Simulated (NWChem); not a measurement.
Everything below was run with NWChem. System: oxalic acid (C₂H₂O₄), charge 0, spin multiplicity 1, at a geometry optimised with PBE0/def2-SVP. Level: MP2/6-311G** (spherical d), 6 core orbitals frozen.

Input file:

```
start mol
memory heap 200 mb stack 900 mb global 1100 mb
geometry units angstroms nocenter noautoz
  O      1.029398    -1.414662    -0.011104
  C      0.758662    -0.116255     0.000838
  O      1.572528     0.761524     0.011594
  C     -0.758662     0.116255     0.000838
  O     -1.029398     1.414662    -0.011104
  O     -1.572528    -0.761524     0.011594
  H      1.995605    -1.499669    -0.008947
  H     -1.995605     1.499669    -0.008947
  symmetry group C2
end
basis spherical
  * library 6-311g**
end
scf
  rhf
  nopen 0
  maxiter 100
  thresh 1e-7
  semidirect memsize 60000000 filesize 0
end
mp2
  freeze core 6
end
task mp2 energy
```

Part of the output:

```
             Northwest Computational Chemistry Package (NWChem) 7.3.0
             --------------------------------------------------------

                                NWChem Input Module
                                -------------------

 Scaling coordinates for geometry "geometry" by  1.889725989
 (inverse scale =  0.529177249)

 Turning off AUTOSYM since
 SYMMETRY directive was detected!

                             Geometry "geometry" -> ""
                             -------------------------

 Output coordinates in angstroms (scale by  1.889725989 to convert to a.u.)

  No.       Tag          Charge          X              Y              Z
 ---- ---------------- ---------- -------------- -------------- --------------
    1 O                    8.0000     1.02939800    -1.41466200    -0.01110400
    2 C                    6.0000     0.75866200    -0.11625500     0.00083800
    3 O                    8.0000     1.57252800     0.76152400     0.01159400
    4 C                    6.0000    -0.75866200     0.11625500     0.00083800
    5 O                    8.0000    -1.02939800     1.41466200    -0.01110400
    6 O                    8.0000    -1.57252800    -0.76152400     0.01159400
    7 H                    1.0000     1.99560500    -1.49966900    -0.00894700
    8 H                    1.0000    -1.99560500     1.49966900    -0.00894700

 Effective nuclear repulsion energy (a.u.)     232.8133718353

            Nuclear Dipole moment (a.u.)
            ----------------------------
        X                 Y               Z
 ---------------- ---------------- ----------------
     0.0000000000     0.0000000000     0.0000037795

      Symmetry information
      --------------------

 Group name             C2
 Group number              4
 Group order               2
 No. of unique centers     4

      Symmetry unique atoms

     1    2    3    7


 Summary of "ao basis" -> "" (spherical)
 ------------------------------------------------------------------------------
       Tag                 Description            Shells   Functions and Types
 ---------------- ------------------------------  ------  ---------------------
 *                          6-311g**                  on all atoms

 Summary of "ao basis" -> "ao basis" (spherical)
 ------------------------------------------------------------------------------
       Tag                 Description            Shells   Functions and Types
 ---------------- ------------------------------  ------  ---------------------
 O                          6-311g**                 8       18   4s3p1d
 C                          6-311g**                 8       18   4s3p1d
 H                          6-311g**                 4        6   3s1p

                                 NWChem SCF Module
                                 -----------------

  ao basis        = "ao basis"
  functions       =   120
  atoms           =     8
  closed shells   =    23
  open shells     =     0
  charge          =   0.00
  wavefunction    = RHF
  use symmetry    = T
  symmetry adapt  = T

 Summary of "ao basis" -> "ao basis" (spherical)
 ------------------------------------------------------------------------------
       Tag                 Description            Shells   Functions and Types
 ---------------- ------------------------------  ------  ---------------------
 O                          6-311g**                 8       18   4s3p1d
 C                          6-311g**                 8       18   4s3p1d
 H                          6-311g**                 4        6   3s1p

      Symmetry analysis of basis
      --------------------------

        a          60
        b          60

 Forming initial guess at       0.0s

      Superposition of Atomic Density Guess
      -------------------------------------

 Sum of atomic energies:        -375.44122136

      Non-variational initial energy
      ------------------------------

 Total energy =    -378.008538
 1-e energy   =    -977.189646
 2-e energy   =     366.367736
 HOMO         =      -0.355412
 LUMO         =      -0.048601

      Symmetry analysis of molecular orbitals - initial
      -------------------------------------------------

  Numbering of irreducible representations:

     1 a           2 b

  Orbital symmetries:

     1 b           2 a           3 b           4 a           5 a
     6 b           7 a           8 b           9 b          10 a
    11 a          12 b          13 b          14 a          15 a
    16 a          17 b          18 b          19 a          20 b
    21 b          22 a          23 a          24 a          25 b
    26 a          27 b          28 b          29 a          30 b
    31 b          32 a          33 b

 Starting SCF solution at       0.7s

 ----------------------------------------------
         Quadratically convergent ROHF

 Convergence threshold     :          1.000E-07
 Maximum no. of iterations :          100
 Final Fock-matrix accuracy:          1.000E-09
 ----------------------------------------------

              iter       energy          gnorm     gmax       time
             ----- ------------------- --------- --------- --------
                 1     -376.2655977837  1.99D+00  4.54D-01      0.8
                 2     -376.4534156952  4.94D-01  8.09D-02      0.9
                 3     -376.4739939788  2.22D-02  8.57D-03      1.1
                 4     -376.4740943291  3.43D-04  6.50D-05      1.4
                 5     -376.4740943383  7.38D-08  3.83D-08      2.0

       Final RHF  results
       ------------------

         Total SCF energy =   -376.474094338315
[...]
        Time for solution =      1.2s

       Symmetry analysis of molecular orbitals - final
       -----------------------------------------------

  Numbering of irreducible representations:

     1 a           2 b

  Orbital symmetries:

     1 a           2 b           3 a           4 b           5 a
     6 b           7 a           8 b           9 b          10 a
    11 a          12 b          13 a          14 b          15 a
    16 a          17 b          18 b          19 a          20 b
    21 b          22 a          23 a          24 a          25 b
    26 a          27 b          28 a          29 b          30 b
    31 b          32 a          33 b

             Final eigenvalues
             -----------------

              1
    1  -20.6352
    2  -20.6352
    3  -20.5807
    4  -20.5807
    5  -11.4214
    6  -11.4208
    7   -1.5166
    8   -1.4881
    9   -1.4071
   10   -1.3897
   11   -0.9829
   12   -0.8523
   13   -0.7517
   14   -0.7335
   15   -0.7194
   16   -0.6858
   17   -0.6570
   18   -0.6340
   19   -0.6063
   20   -0.5374
   21   -0.5082
   22   -0.5072
   23   -0.4613
   24    0.0820
   25    0.1429
   26    0.1490
   27    0.2763
   28    0.3660
   29    0.3850
   30    0.4239
   31    0.4964
   32    0.5085
   33    0.5157

                       ROHF Final Molecular Orbital Analysis
                       -------------------------------------

 Vector   21  Occ=2.000000D+00  E=-5.081544D-01  Symmetry=b
              MO Center= -4.6D-15, -1.1D-14,  3.9D-03, r^2= 3.4D+00
   Bfn.  Coefficient  Atom+Function         Bfn.  Coefficient  Atom+Function
  ----- ------------  ---------------      ----- ------------  ---------------
    45      0.238383  3 O  pz                99     -0.238383  6 O  pz
    49      0.235290  3 O  pz               103     -0.235290  6 O  pz
    13     -0.203365  1 O  pz                85      0.203365  5 O  pz
     9     -0.172987  1 O  pz                81      0.172987  5 O  pz
    41      0.154884  3 O  pz                95     -0.154884  6 O  pz

 Vector   22  Occ=2.000000D+00  E=-5.072282D-01  Symmetry=a
              MO Center=  1.1D-15, -2.9D-16,  8.3D-05, r^2= 3.5D+00
   Bfn.  Coefficient  Atom+Function         Bfn.  Coefficient  Atom+Function
  ----- ------------  ---------------      ----- ------------  ---------------
    13      0.244795  1 O  pz                85      0.244795  5 O  pz
     9      0.227386  1 O  pz                81      0.227386  5 O  pz
    45     -0.207803  3 O  pz                99     -0.207803  6 O  pz
    49     -0.201585  3 O  pz               103     -0.201585  6 O  pz

 Vector   23  Occ=2.000000D+00  E=-4.613464D-01  Symmetry=a
              MO Center=  1.2D-14,  1.5D-16,  7.0D-03, r^2= 3.3D+00
   Bfn.  Coefficient  Atom+Function         Bfn.  Coefficient  Atom+Function
  ----- ------------  ---------------      ----- ------------  ---------------
    47      0.239645  3 O  px               101     -0.239645  6 O  px
    43      0.230540  3 O  px                97     -0.230540  6 O  px
    48     -0.181434  3 O  py               102      0.181434  6 O  py
    44     -0.169947  3 O  py                98      0.169947  6 O  py
    39      0.151089  3 O  px                93     -0.151089  6 O  px

 Vector   24  Occ=0.000000D+00  E= 8.202724D-02  Symmetry=a
              MO Center= -1.8D-15,  1.9D-16,  2.0D-03, r^2= 2.5D+00
   Bfn.  Coefficient  Atom+Function         Bfn.  Coefficient  Atom+Function
  ----- ------------  ---------------      ----- ------------  ---------------
    31      0.376301  2 C  pz                67      0.376301  4 C  pz
    49     -0.345117  3 O  pz               103     -0.345117  6 O  pz
    27      0.241757  2 C  pz                63      0.241757  4 C  pz
    13     -0.208707  1 O  pz                85     -0.208707  5 O  pz
    45     -0.179744  3 O  pz                99     -0.179744  6 O  pz

 Vector   25  Occ=0.000000D+00  E= 1.428816D-01  Symmetry=b
              MO Center=  4.7D-15, -2.9D-17, -9.4D-03, r^2= 1.1D+01
   Bfn.  Coefficient  Atom+Function         Bfn.  Coefficient  Atom+Function
  ----- ------------  ---------------      ----- ------------  ---------------
   111      1.151814  7 H  s                117     -1.151814  8 H  s
    29     -0.523178  2 C  px                65     -0.523178  4 C  px
    10     -0.377315  1 O  s                 82      0.377315  5 O  s
    28      0.299225  2 C  s                 64     -0.299225  4 C  s
    11     -0.179955  1 O  px                83     -0.179955  5 O  px

 Vector   26  Occ=0.000000D+00  E= 1.489640D-01  Symmetry=a
              MO Center= -3.3D-16, -5.7D-16, -9.4D-03, r^2= 1.1D+01
   Bfn.  Coefficient  Atom+Function         Bfn.  Coefficient  Atom+Function
  ----- ------------  ---------------      ----- ------------  ---------------
   111      1.168206  7 H  s                117      1.168206  8 H  s
    30      0.495090  2 C  py                66     -0.495090  4 C  py
    28     -0.287416  2 C  s                 64     -0.287416  4 C  s
    46     -0.233894  3 O  s                100     -0.233894  6 O  s
    12      0.196842  1 O  py                84     -0.196842  5 O  py

 center of mass
 --------------
 x =  -0.00000000 y =   0.00000000 z =   0.00037278

 moments of inertia (a.u.)
 ------------------
         312.245704477445          58.657916671340           0.000000000000
          58.657916671340         481.570308516779           0.000000000000
           0.000000000000           0.000000000000         793.755882645860

  Mulliken analysis of the total density
  --------------------------------------

    Atom       Charge   Shell Charges
 -----------   ------   -------------------------------------------------------
    1 O    8     8.38   1.08  0.91  0.93  0.99  2.12  0.82  1.50  0.02
    2 C    6     5.50   1.10  0.89  0.55  0.79  1.41  0.19  0.33  0.23
    3 O    8     8.41   1.08  0.91  0.92  1.00  2.05  0.87  1.55  0.02
    4 C    6     5.50   1.10  0.89  0.55  0.79  1.41  0.19  0.33  0.23
    5 O    8     8.38   1.08  0.91  0.93  0.99  2.12  0.82  1.50  0.02
    6 O    8     8.41   1.08  0.91  0.92  1.00  2.05  0.87  1.55  0.02
    7 H    1     0.71   0.25  0.36  0.03  0.07
    8 H    1     0.71   0.25  0.36  0.03  0.07

       Multipole analysis of the density wrt the origin
       ------------------------------------------------

     L   x y z        total         open         nuclear
     -   - - -        -----         ----         -------
     0   0 0 0     -0.000000      0.000000     46.000000

     1   1 0 0     -0.000000      0.000000      0.000000
     1   0 1 0     -0.000000      0.000000      0.000000
     1   0 0 1     -0.011899      0.000000      0.000004

     2   2 0 0    -21.543146      0.000000    254.944594
     2   1 1 0     -8.450181      0.000000    -39.937325
     2   1 0 1      0.000000      0.000000      0.000000
     2   0 2 0    -26.948552      0.000000    164.123241
     2   0 1 1     -0.000000      0.000000     -0.000000
     2   0 0 2    -23.340734      0.000000      0.015327

                   NWChem MP2 Semi-direct Energy/Gradient Module
                   ---------------------------------------------

  Basis functions       =    120
  Molecular orbitals    =    120
  Frozen core           =      6
  Frozen virtuals       =      0
  Active alpha occupied =     17
  Active beta occupied  =     17
  Active alpha virtual  =     97
  Active beta virtual   =     97
  Use MO symmetry       = T
  Use skeleton AO sym   = T

  AO/Fock/Back tols     =   1.0D-09  1.0D-09  1.0D-09

 GA uses MA = F    GA memory limited = T

 Available:
  local mem=  1.26D+08
 global mem=  1.44D+08
 local disk=  0.00D+00
  mp2_memr nvloc                    97
  nvloc new                    97
   1 passes of  17:        3145728                      71425                  37387073.
   1 passes of  17: M    126114033           G      144150400           F     122968305.

 Semi-direct pass number   1 of   1  for RHF alpha+beta  at        2.0s
  vrange nnbf                  6664
  mp2_eaftype                   142  avail_ma_in_mb                  1099
 EAF : mp2_eaftype filesize         142   18693537.
  mp2_eaf for mointskh                    142
Node 0 wrote     87.9 Mb in      0.0 s     Agg I/O rate:  4122.0 Mb/s
 Done moints_semi at        5.4s
  mp2_eaftype                   142  avail_ma_in_mb                   957
 EAF : mp2_eaftype filesize         142   18693537.
  mp2_eaf for kh                   142
 Done maket at        5.7s
 Done multipass loop at        5.7s

          -------------------------------------------
          SCF energy                -376.474094338315
          Correlation energy          -1.049047521330
          Singlet pairs               -0.617530304422
          Triplet pairs               -0.431517216908
          Total MP2 energy          -377.523141859645
          -------------------------------------------

          ---------------------------------------------------
                    Spin Component Scaled (SCS) MP2
          Same spin pairs                     -0.287678144606
          Same spin scaling factor             0.333333333333
          Opposite spin pairs                 -0.761369376725
          Opposite spin scaling fact.          1.200000000000
          SCS-MP2 correlation energy          -1.009535966938
          Total SCS-MP2 energy              -377.483630305253
          ---------------------------------------------------

 -----------------------
 Performance information
 -----------------------

 Timer overhead =  1.60D-07 seconds/call

               Nr. of calls         CPU time (s)                 Wall time (s)                GFlops
             ---------------    -------------------     ------------------------------   -------------------
Name         Min   Avg   Max    Min     Avg     Max     Min     Avg     Max   Mx/calls   Min     Max     Sum
mp2: moin     1     1     1    3.4     3.4     3.4      3.4     3.4     3.4     3.4      0.0     0.0     0.0
mp2: make     1     1     1   0.26    0.26    0.26     0.26    0.26    0.26    0.26      0.0     0.0     0.0
mp2: tota     1     1     1    3.7     3.7     3.7      3.7     3.7     3.7     3.7      0.0     0.0     0.0

 The average no. of pstat calls per process was 3.00D+00
 with a timing overhead of 4.79D-07s

 Task  times  cpu:        5.6s     wall:        5.6s

 Total times  cpu:        5.7s     wall:        5.7s
```
